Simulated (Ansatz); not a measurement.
**Question.** Name a neutral molecule of Br, C, Si and H with LUMO energy (ωB97M-V/def2-TZVPP) between 1.10 and 1.40 eV and LUMO energy (B3LYP/def2-TZVPP) between -1.00 and -0.70 eV (Ansatz, PBE0-D4/def2-TZVP geometry).

**Answer.** `BrC1C[SiH2]1` (1.31 eV, -0.73 eV); `[SiH3]C1=C(Br)C1` (1.27 eV, -0.98 eV); `C[SiH2][SiH2]Br` (1.13 eV, -0.83 eV); `BrC[SiH2]Br` (1.27 eV, -0.94 eV). Other molecules can fit too; these were computed, each in one conformer that needn't be the lowest.

B3LYP here is the variant with VWN-RPA as its local correlation; programs differ in this.
